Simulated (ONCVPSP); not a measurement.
What one change does to a pseudopotential (Sr, ONCV)

```json
{"Element": "strontium", "Generator": "ONCVPSP 4.0.1", "Type": "optimised norm-conserving Vanderbilt (ONCV)", "Functional": "PBE", "Relativity": "scalar-relativistic", "Frozen core": "[Ar] 3d10", "Valence charge": "10", "Reference configuration": "4s2 4p6 5s2", "Partial waves": "4s+5s: rc 1.95 bohr, ncon 4, nbas 9, qcut 4.8 1/bohr, 3 projectors, debl 3.9 Ha; 4p: rc 1.70 bohr, ncon 3, nbas 6, qcut 5.5 1/bohr, 2 projectors, debl 3 Ha; d scattering state at 0.34 Ha: rc 1.75 bohr, ncon 4, nbas 9, qcut 5.5 1/bohr, 1 projector", "Local potential": "polynomial inside 1.65 bohr (lpopt 5, dvloc0 3 Ha)", "Core correction": "polynomial model core, fcfact 0.25"}
```

In the d channel the program set the typed energies aside and used 0.050 Ha.

All-electron outer shells of the reference configuration (PBE, scalar-relativistic, ld1.x):

```csv
shell,level (eV),outermost node (bohr),outermost maximum (bohr)
4s,-40.90,0.59,1.19
4p,-22.82,0.61,1.33
5s,-3.53,1.65,3.72
```

Change: local potential polynomial inside 1.35 bohr (lpopt 3, dvloc0 -1 Ha).

Cutoffs: the cutoffs (Ha) at which the residual kinetic energy of the hardest occupied pseudo-wave falls to 1 and 0.1 mHa per electron; they do not see the model core or the augmentation charge, which bear on the density cutoff. Errors are all-electron minus pseudo energies relative to the spin-unpolarised reference configuration.

Q: How do hardness, ghosts and transferability respond?

A: The potential gets neither clearly harder nor softer (9.6 Ha and 20 Ha → 9.6 Ha and 20 Ha); the errors of the 4 common tests hardly move; the range in which the d phases agree narrows (upper end 4.7 → 3.3); neither file shows a bound ghost.

```tsv
quantity	base	changed
cutoff, loose	9.6 Ha	9.6 Ha
cutoff, tight	20 Ha	20 Ha
bound ghosts	none	none
GHOST(+) flags under 300 eV	none	s at 251.1 eV
error for 4s2 4p6 5s1, meV [ΔE 5.89 eV]	-0.7	-0.7
error for 4s2 4p6 5s0, meV [ΔE 16.89 eV]	-3.4	-3.5
error for 4s2 4p6 5s1.5, meV [ΔE 2.34 eV]	-0.2	-0.2
error for 4s2 4p6 4d0.5 5s1.5, meV [ΔE 1.15 eV]	-1.6	-1.4
s: phases at 1.98 bohr within 0.05 rad from the reference energy up to (Ha; the scan ends near 5)	to the end of the scan	to the end of the scan
p: phases at 1.73 bohr within 0.05 rad from the reference energy up to (Ha; the scan ends near 5)	to the end of the scan	to the end of the scan
d: phases at 1.78 bohr within 0.05 rad from the reference energy up to (Ha; the scan ends near 5)	4.7	3.3
rms error of d²Exc/dni dnj with the model core, mHa	1.46	1.46
```
